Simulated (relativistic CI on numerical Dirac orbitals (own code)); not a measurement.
Energy levels of Eu⁴⁶⁺

These numbers are calculated, not measured: Dirac-Coulomb-Breit CI, KLI orbitals optimised for each configuration, model QED, unscaled Slater integrals (own radial code, finite nucleus).

Configuration list (outside the closed core [Ne]): 3s²3p⁵, 3s3p⁶, 3s²3p⁴3d, 3s3p⁵3d, 3p⁶3d, 3s3p⁴3d², 3s²3p³3d4p, 3p⁶4s, 3s3p⁴3d4s, 3s²3p⁴4s, 3p⁶4p, 3s²3p⁴4p, 3s²3p³3d², 3s²3p²3d³, 3s3p³3d³, 3s²3p²3d²4s, 3s²3p²3d²4p. Double excitations out of closed p, d and f shells are left out; levels of such configurations are missing from the list, as are those of other unlisted configurations, and high levels can miss mixing partners.

The lowest level is 3s²3p⁵ ²P°3/2, with 99 % of that term; Hund's rules for 3s²3p⁵ give ²P° with J = 3/2, in agreement.

```csv
No.,Configuration,Term,J,E (Ry),%,Next component (%),Lifetime (s),jj configuration (%)
1,3s²3p⁵,²P°,3/2,0.0000,99,1 3s²3p³3d² ²P°,,3p3/2^3 (99)
2,3s²3p⁵,²P°,1/2,11.8411,98,1 3s²3p³3d² ²P°,2.55e-08,3p1/2 3p3/2^4 (98)
3,3s²3p⁴3d,⁴D,3/2,14.0644,38,33 ²D,6.78e-10,3p3/2^2 3d3/2 (98)
4,3s²3p⁴3d,⁴D,5/2,14.3675,43,19 ²D,9.69e-10,3p3/2^2 3d3/2 (93)
5,3s²3p⁴3d,⁴P,1/2,14.4258,47,28 ²P,1.22e-10,3p3/2^2 3d3/2 (96)
6,3s²3p⁴3d,²F,7/2,14.6970,32,31 ⁴F,2.20e-03,3p3/2^2 3d3/2 (98)
7,3s²3p⁴3d,²D,3/2,15.7816,60,19 ⁴F,8.81e-09,3p3/2^2 3d3/2 (95)
8,3s²3p⁴3d,²F,7/2,16.8863,46,43 ⁴D,4.13e-06,3p3/2^2 3d5/2 (97)
9,3s²3p⁴3d,⁴F,9/2,17.0571,69,30 ²G,4.96e-06,3p3/2^2 3d5/2 (99)
10,3s²3p⁴3d,²P,1/2,17.2144,51,24 ²S,6.56e-11,3p3/2^2 3d5/2 (91)
11,3s²3p⁴3d,²D,5/2,18.7539,52,23 ⁴P,5.75e-08,3p3/2^2 3d5/2 (98)
12,3s²3p⁴3d,²D,3/2,19.1227,35,33 ²P,4.03e-12,3p3/2^2 3d5/2 (92)
13,3s²3p⁴3d,²D,5/2,19.3596,46,20 ²F,3.00e-12,3p3/2^2 3d5/2 (88)
14,3s3p⁶,²S,1/2,23.1120,69,16 3s²3p⁴3d ⁴P,2.12e-12,3s (69)
15,3s²3p⁴3d,⁴D,1/2,25.2010,78,16 ²P,7.25e-11,3p1/2 3p3/2^3 3d3/2 (95)
16,3s²3p⁴3d,⁴D,3/2,25.8506,34,28 ⁴F,1.19e-09,3p1/2 3p3/2^3 3d3/2 (94)
17,3s²3p⁴3d,⁴F,5/2,26.4296,46,36 ²F,2.26e-11,3p1/2 3p3/2^3 3d3/2 (98)
18,3s²3p⁴3d,²G,7/2,26.5217,59,25 ²F,5.20e-08,3p1/2 3p3/2^3 3d3/2 (99)
19,3s²3p⁴3d,⁴D,7/2,28.3305,41,39 ⁴F,2.62e-08,3p1/2 3p3/2^3 3d5/2 (98)
20,3s²3p⁴3d,²D,5/2,28.5271,56,22 ²F,7.57e-13,3p1/2 3p3/2^3 3d3/2 (92)
21,3s²3p⁴3d,²P,3/2,28.5511,53,31 ⁴P,9.15e-13,3p1/2 3p3/2^3 3d3/2 (78)
22,3s²3p⁴3d,²S,1/2,28.8832,33,27 ²P,4.20e-13,3p1/2 3p3/2^3 3d3/2 (77)
23,3s²3p⁴3d,²P,3/2,28.9165,47,22 ²D,5.32e-12,3p1/2 3p3/2^3 3d5/2 (85)
24,3s²3p³3d²,⁴F°,3/2,29.0072,29,23 ²D°,1.07e-10,3p3/2 3d3/2^2 (97)
25,3s²3p⁴3d,²F,5/2,29.1332,47,22 ⁴P,1.57e-09,3p1/2 3p3/2^3 3d5/2 (98)
26,3s²3p⁴3d,²G,9/2,29.1468,69,30 ⁴F,4.89e-08,3p1/2 3p3/2^3 3d5/2 (99)
27,3s²3p³3d²,⁴F°,5/2,29.3021,26,20 ⁴G°,1.13e-10,3p3/2 3d3/2^2 (91)
28,3s²3p³3d²,⁴D°,1/2,29.3134,45,24 ⁶F°,5.53e-11,3p3/2 3d3/2^2 (95)
29,3s²3p³3d²,²G°,7/2,29.5065,20,18 ²F°,2.73e-10,3p3/2 3d3/2^2 (93)
30,3s²3p⁴3d,²D,5/2,29.5761,52,25 ⁴P,9.01e-11,3p1/2 3p3/2^3 3d5/2 (97)
31,3s²3p⁴3d,²F,7/2,30.1071,77,12 ⁴F,4.06e-08,3p1/2 3p3/2^3 3d5/2 (98)
32,3s²3p³3d²,⁴P°,3/2,30.6932,19,16 ²P°,1.23e-10,3p3/2 3d3/2^2 (85)
33,3s²3p⁴3d,²D,3/2,31.5168,68,12 ⁴F,2.19e-12,3p1/2 3p3/2^3 3d5/2 (86)
34,3s²3p³3d²,⁴G°,9/2,31.7224,31,23 ⁶F°,1.54e-10,3p3/2 3d3/2 3d5/2 (97)
35,3s²3p³3d²,²F°,7/2,31.9360,24,18 ⁴F°,5.46e-11,3p3/2 3d3/2 3d5/2 (95)
36,3s²3p³3d²,⁴D°,3/2,32.2498,29,13 ²D°,2.04e-11,3p3/2 3d3/2 3d5/2 (88)
37,3s²3p⁴3d,²P,1/2,32.2593,69,25 ²S,1.24e-12,3p1/2 3p3/2^3 3d5/2 (89)
38,3s²3p³3d²,⁴P°,1/2,32.2797,49,19 ²S°,2.87e-11,3p3/2 3d3/2 3d5/2 (89)
39,3s²3p³3d²,²F°,5/2,32.3979,22,19 ⁴D°,1.33e-11,3p3/2 3d3/2 3d5/2 (91)
40,3s²3p³3d²,⁶P°,5/2,32.5964,26,23 ⁴D°,1.68e-10,3p3/2 3d3/2 3d5/2 (96)
41,3s²3p³3d²,⁴G°,11/2,32.6447,40,27 ²H°,8.55e-09,3p3/2 3d3/2 3d5/2 (84)
42,3s²3p³3d²,²F°,7/2,32.8246,25,21 ⁴D°,2.59e-11,3p3/2 3d3/2 3d5/2 (91)
43,3s²3p³3d²,⁴F°,7/2,33.5790,18,16 ⁴D°,4.02e-12,3p3/2 3d3/2 3d5/2 (81)
44,3s²3p³3d²,²D°,5/2,33.6582,25,22 ⁴F°,4.68e-12,3p3/2 3d3/2 3d5/2 (81)
45,3s²3p³3d²,²P°,3/2,33.8625,26,21 ⁴F°,4.76e-12,3p3/2 3d3/2 3d5/2 (87)
```

Energies count from the lowest computed level; ° marks odd parity; lifetimes are radiative, by E1, M1, E2, M2, E3 decay to levels of this space only. Filled j subshells are mostly left out of the jj labels.

The mean weight of the leading LS term, summed over parents, in these 45 levels is 46 %, and that of the leading jj configuration (from the same eigenvectors) 92 %, so jj coupling describes them better and the LS labels are nominal.

At this charge energies of transitions that change n are usually good to better than 1 %, and those within a shell (Δn = 0) to a few per cent.

LS names give the leading component of a level, which can be under half, so a name can repeat, a term be missing and a line seem to break the LS rules.
